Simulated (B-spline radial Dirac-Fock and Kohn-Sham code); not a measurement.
# Satellites and hypersatellites of the K lines of Tl⁺

System: the Tl⁺ ion, [Xe] 4f14 5d10 6s2.

These are calculated numbers from an atomic code on a B-spline grid; the model is multi-electron Dirac-Fock with separately optimised hole states, Breit and Lamb-shift corrections added in first order. Each two-hole energy is an average over J within one jj subconfiguration, not an observable level; in light atoms, where LS coupling holds, the j-resolved values are not observed lines, and for a K spectator the Kα1 hypersatellite is nearly forbidden. Electron correlation is not included.

Lines without a spectator: Kα2 (K-L2) 70826.7 eV, Kα1 (K-L3) 72868.7 eV, Kβ3 (K-M2) 82104.8 eV, Kβ1 (K-M3) 82563.6 eV. Shifts in eV with one spectator hole (a dash: not computed, or left out as unreliable):

| spectator hole | Kα2 | Kα1 | Kβ3 | Kβ1 |
| --- | --- | --- | --- | --- |
| K (1s) | +1129.1 | +1233.8 | +1467.2 | +1491.9 |
| L2 (2p1/2) | +149.5 | +206.8 | – | +379.1 |
| L3 (2p3/2) | +102.1 | +116.3 | +267.3 | – |
| M2 (3p1/2) | – | +33.8 | +61.8 | +73.6 |
| M3 (3p3/2) | +16.29 | – | +48.9 | +50.2 |
| M4 (3d3/2) | +5.25 | +2.00 | – | – |
| M5 (3d5/2) | -0.64 | +4.01 | – | – |
